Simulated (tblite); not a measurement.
Record of a relaxation.

C4H5N2O (doublet state).
Bonds: O1–C2, C2–C3, C3–C4 (aromatic), C4–N5 (aromatic), N5–N6 (aromatic), N6–C7 (aromatic), C3–C7 (aromatic). Hydrogens: H8, H9 on C2; H10 on C4; H11 on N6; H12 on C7.
Bond orders are those of one Lewis drawing.

Computed with GFN2-xTB (tblite), gas phase: L-BFGS steps from a force-field or distance-geometry start until the largest atomic force falls under 0.01 eV/Å. 10 of its 91 geometries are shown.

Step 0: E = -568.5957 eV, largest atomic force 2.730 eV/Å
```
atom  x, y, z in Å  |  force x, y, z in eV/Å
O1      2.221   -0.676    0.982    0.101   0.554  -0.790
C2      1.773    0.116    0.001   -0.196   0.055   0.637
C3      0.280    0.054    0.047   -1.945   0.304  -0.170
C4     -0.620    0.903    0.752   -0.512   0.276   0.510
N5     -1.911    0.611    0.541    2.482  -0.946  -0.630
N6     -1.842   -0.452   -0.288    0.072   0.159  -0.115
C7     -0.571   -0.795   -0.642   -0.724  -0.040   0.424
H8      2.062   -0.127   -1.024    0.326  -0.794  -0.311
H9      2.035    1.181    0.046    0.470   0.387   0.637
H10    -0.361    1.701    1.435   -0.044  -0.171  -0.269
H11    -2.704   -0.892   -0.576    0.079  -0.015  -0.094
H12    -0.361   -1.624   -1.300   -0.108   0.230   0.171
```

Step 10: E = -568.8621 eV, largest atomic force 0.085 eV/Å
```
atom  x, y, z in Å  |  force x, y, z in eV/Å
O1      2.318   -0.650    0.919    0.028   0.026  -0.023
C2      1.736    0.135    0.038   -0.037  -0.031  -0.036
C3      0.233    0.088    0.004    0.047  -0.051   0.016
C4     -0.634    0.914    0.747    0.024  -0.022   0.033
N5     -1.884    0.564    0.551   -0.016   0.023  -0.011
N6     -1.860   -0.462   -0.291    0.009   0.014  -0.021
C7     -0.603   -0.792   -0.649    0.030  -0.012   0.070
H8      2.073   -0.193   -0.979    0.028   0.048   0.026
H9      2.094    1.193    0.102    0.018  -0.058  -0.001
H10    -0.368    1.707    1.412   -0.049   0.069  -0.003
H11    -2.723   -0.890   -0.582   -0.046  -0.040  -0.016
H12    -0.382   -1.615   -1.298   -0.035   0.033  -0.033
```

Step 20: E = -568.8661 eV, largest atomic force 0.024 eV/Å
```
atom  x, y, z in Å  |  force x, y, z in eV/Å
O1      2.339   -0.651    0.914    0.004  -0.011  -0.013
C2      1.737    0.123    0.037    0.005   0.006   0.005
C3      0.235    0.079    0.019   -0.005   0.011  -0.003
C4     -0.636    0.912    0.751    0.004   0.005   0.005
N5     -1.887    0.568    0.546    0.008   0.005  -0.003
N6     -1.862   -0.459   -0.292   -0.001   0.002  -0.001
C7     -0.604   -0.796   -0.638   -0.001  -0.009   0.004
H8      2.085   -0.180   -0.983   -0.011   0.017   0.012
H9      2.096    1.181    0.104   -0.009  -0.015   0.000
H10    -0.387    1.723    1.404    0.001   0.002  -0.003
H11    -2.724   -0.894   -0.582   -0.002  -0.001  -0.003
H12    -0.391   -1.606   -1.306    0.007  -0.014   0.000
```

Step 30: E = -568.8687 eV, largest atomic force 0.127 eV/Å
```
atom  x, y, z in Å  |  force x, y, z in eV/Å
O1      2.369   -0.726    0.830   -0.028   0.048  -0.027
C2      1.733    0.120    0.049    0.122   0.019  -0.031
C3      0.234    0.065    0.044    0.006   0.093  -0.038
C4     -0.641    0.929    0.734    0.013   0.004   0.037
N5     -1.891    0.588    0.520    0.039   0.006  -0.020
N6     -1.858   -0.457   -0.297   -0.027  -0.035   0.022
C7     -0.598   -0.819   -0.607   -0.023   0.018   0.002
H8      2.051   -0.100   -1.005    0.009   0.027   0.034
H9      2.084    1.177    0.181   -0.013  -0.115   0.044
H10    -0.391    1.751    1.373   -0.019  -0.003  -0.013
H11    -2.719   -0.887   -0.592   -0.049  -0.041  -0.022
H12    -0.372   -1.642   -1.255   -0.031  -0.021   0.013
```

Step 40: E = -568.9031 eV, largest atomic force 0.156 eV/Å
```
atom  x, y, z in Å  |  force x, y, z in eV/Å
O1      2.418   -0.943    0.463   -0.048  -0.090  -0.059
C2      1.738    0.100    0.059   -0.031   0.098  -0.025
C3      0.239    0.055    0.082   -0.013  -0.056   0.016
C4     -0.650    0.991    0.652   -0.034   0.048  -0.044
N5     -1.898    0.651    0.423   -0.033  -0.040   0.026
N6     -1.853   -0.477   -0.280   -0.005   0.039  -0.030
C7     -0.592   -0.886   -0.501    0.052  -0.018   0.004
H8      1.977    0.280   -1.028    0.130   0.019   0.084
H9      2.111    1.047    0.525   -0.060  -0.020   0.005
H10    -0.425    1.863    1.233    0.029   0.002  -0.055
H11    -2.702   -0.894   -0.629   -0.012  -0.011   0.109
H12    -0.363   -1.790   -1.027    0.025   0.029  -0.031
```

Step 50: E = -568.9524 eV, largest atomic force 0.770 eV/Å
```
atom  x, y, z in Å  |  force x, y, z in eV/Å
O1      2.345   -1.085    0.052   -0.238   0.732   0.023
C2      1.735    0.091    0.039    0.357  -0.183  -0.041
C3      0.241    0.084    0.039    0.004  -0.076  -0.006
C4     -0.661    1.058    0.534    0.028  -0.030   0.000
N5     -1.906    0.679    0.360    0.022   0.053  -0.080
N6     -1.850   -0.507   -0.245   -0.074   0.016   0.076
C7     -0.589   -0.925   -0.435   -0.005   0.042  -0.062
H8      2.104    0.675   -0.874   -0.239  -0.237   0.369
H9      2.108    0.789    0.854   -0.092  -0.371  -0.246
H10    -0.452    1.984    1.035    0.066  -0.036  -0.091
H11    -2.708   -0.963   -0.519    0.077  -0.030   0.079
H12    -0.366   -1.881   -0.866    0.094   0.120  -0.022
```

Step 60: E = -568.9902 eV, largest atomic force 0.152 eV/Å
```
atom  x, y, z in Å  |  force x, y, z in eV/Å
O1      2.342   -1.076   -0.052   -0.049   0.126  -0.070
C2      1.728    0.081    0.040    0.055  -0.037   0.048
C3      0.237    0.090    0.010    0.011  -0.035   0.031
C4     -0.656    1.083    0.478    0.010  -0.023   0.028
N5     -1.903    0.696    0.338    0.008   0.016  -0.047
N6     -1.853   -0.512   -0.226   -0.003  -0.013   0.033
C7     -0.593   -0.926   -0.432   -0.005  -0.008  -0.027
H8      2.096    0.777   -0.765   -0.001  -0.037   0.084
H9      2.076    0.635    0.953   -0.011   0.015  -0.066
H10    -0.425    2.031    0.922   -0.007  -0.023  -0.029
H11    -2.707   -1.013   -0.417    0.021   0.043  -0.007
H12    -0.340   -1.867   -0.876   -0.029  -0.024   0.023
```

Step 70: E = -569.0018 eV, largest atomic force 0.103 eV/Å
```
atom  x, y, z in Å  |  force x, y, z in eV/Å
O1      2.373   -1.034   -0.207    0.006   0.103   0.004
C2      1.732    0.079    0.046   -0.023   0.000   0.021
C3      0.241    0.061    0.029   -0.016   0.027  -0.015
C4     -0.644    1.088    0.436   -0.041  -0.023   0.037
N5     -1.895    0.718    0.291   -0.033   0.001  -0.068
N6     -1.857   -0.516   -0.216    0.019   0.001   0.050
C7     -0.601   -0.960   -0.386    0.042   0.002  -0.049
H8      2.070    0.896   -0.651    0.006  -0.058  -0.017
H9      2.080    0.539    1.014   -0.040  -0.087  -0.036
H10    -0.410    2.058    0.827    0.024  -0.023   0.005
H11    -2.716   -1.007   -0.415    0.030   0.051   0.023
H12    -0.372   -1.923   -0.793    0.025   0.007   0.046
```

Step 80: E = -569.0064 eV, largest atomic force 0.026 eV/Å
```
atom  x, y, z in Å  |  force x, y, z in eV/Å
O1      2.386   -0.994   -0.307   -0.019   0.007  -0.001
C2      1.729    0.083    0.040    0.017  -0.016  -0.011
C3      0.240    0.060    0.016    0.004   0.005  -0.003
C4     -0.642    1.099    0.398   -0.002   0.004   0.012
N5     -1.894    0.730    0.260   -0.001   0.000  -0.012
N6     -1.857   -0.519   -0.205    0.002  -0.005   0.003
C7     -0.602   -0.971   -0.369   -0.005   0.012   0.013
H8      2.077    0.964   -0.568   -0.013  -0.011   0.018
H9      2.053    0.431    1.058    0.015   0.001  -0.009
H10    -0.397    2.075    0.764   -0.005   0.003  -0.004
H11    -2.720   -1.008   -0.385    0.002  -0.010  -0.008
H12    -0.372   -1.952   -0.730    0.005   0.011   0.001
```

Step 90: E = -569.0070 eV, largest atomic force 0.009 eV/Å
```
atom  x, y, z in Å  |  force x, y, z in eV/Å
O1      2.374   -0.991   -0.341   -0.002   0.002   0.001
C2      1.729    0.081    0.039    0.004  -0.005  -0.001
C3      0.239    0.065    0.022    0.001   0.000  -0.005
C4     -0.646    1.106    0.390    0.000  -0.002   0.009
N5     -1.897    0.734    0.248    0.000  -0.004   0.000
N6     -1.855   -0.521   -0.202    0.002  -0.002  -0.006
C7     -0.600   -0.970   -0.355   -0.001   0.001  -0.001
H8      2.078    0.976   -0.545   -0.002   0.002   0.000
H9      2.064    0.398    1.064    0.003   0.000   0.001
H10    -0.406    2.088    0.746   -0.001   0.003  -0.003
H11    -2.715   -1.014   -0.385   -0.004   0.004   0.001
H12    -0.363   -1.953   -0.708    0.002   0.001   0.004
```

Q: Summarise the path.

A: The energy falls by 9.48 kcal/mol from step 0 to step 90; nine tenths of that is first reached at step 53. It rises by more than 0.2 meV at steps 41, 44 and 47. The largest force goes from 2.730 to 0.009 eV/Å. Among the bonds C2–H8 changes most, from 1.092 to 1.124 Å; the atoms move by 0.733 Å rms after alignment.

Q: Follow the three bonds and two angles with the largest change from start to end.

A: 
| step | E above end (kcal/mol) | largest force (eV/Å) | C2–H8 (Å) | O1–C2 (Å) | C4–N5 (Å) | O1–C2–C3 (°) | O1–C2–H8 (°) |
| --- | --- | --- | --- | --- | --- | --- | --- |
| 0 | 9.48 | 2.730 | 1.092 | 1.338 | 1.340 | 106.7 | 117.9 |
| 4 | 4.24 | 0.369 | 1.128 | 1.319 | 1.315 | 111.5 | 110.5 |
| 8 | 3.43 | 0.174 | 1.115 | 1.317 | 1.312 | 115.4 | 107.1 |
| 12 | 3.30 | 0.083 | 1.120 | 1.316 | 1.313 | 116.3 | 107.7 |
| 16 | 3.25 | 0.033 | 1.119 | 1.315 | 1.313 | 116.6 | 107.9 |
| 20 | 3.25 | 0.024 | 1.120 | 1.316 | 1.313 | 116.6 | 107.8 |
| 23 | 3.25 | 0.031 | 1.119 | 1.315 | 1.313 | 116.8 | 107.6 |
| 27 | 3.23 | 0.057 | 1.120 | 1.315 | 1.313 | 117.2 | 107.4 |
| 31 | 3.16 | 0.149 | 1.124 | 1.316 | 1.314 | 117.6 | 107.0 |
| 35 | 2.97 | 0.383 | 1.132 | 1.318 | 1.315 | 118.9 | 107.6 |
| 39 | 2.53 | 0.151 | 1.125 | 1.308 | 1.314 | 119.4 | 108.0 |
| 43 | 2.13 | 0.155 | 1.129 | 1.311 | 1.313 | 119.2 | 108.6 |
| 47 | 1.97 | 1.124 | 1.153 | 1.332 | 1.313 | 117.6 | 109.2 |
| 51 | 1.04 | 0.135 | 1.129 | 1.313 | 1.313 | 117.8 | 107.8 |
| 55 | 0.66 | 0.176 | 1.123 | 1.308 | 1.313 | 117.8 | 108.0 |
| 59 | 0.41 | 0.178 | 1.126 | 1.313 | 1.313 | 118.2 | 110.1 |
| 63 | 0.31 | 0.070 | 1.126 | 1.310 | 1.313 | 118.2 | 109.0 |
| 67 | 0.21 | 0.072 | 1.124 | 1.309 | 1.313 | 118.2 | 109.7 |
| 70 | 0.12 | 0.103 | 1.126 | 1.308 | 1.313 | 118.5 | 110.5 |
| 74 | 0.03 | 0.080 | 1.125 | 1.308 | 1.312 | 119.2 | 110.3 |
| 78 | 0.02 | 0.034 | 1.125 | 1.308 | 1.312 | 119.0 | 110.2 |
| 82 | 0.01 | 0.012 | 1.124 | 1.308 | 1.312 | 119.0 | 110.5 |
| 86 | 0.00 | 0.024 | 1.123 | 1.307 | 1.313 | 118.9 | 110.5 |
| 90 | 0.00 | 0.009 | 1.124 | 1.308 | 1.313 | 118.8 | 110.4 |

The cost below is that of the whole relaxation. Hardware: Arm Neoverse V1, one thread, shared host with 32 logical CPUs at a one-minute load of 22. Cost: 0.48 s.
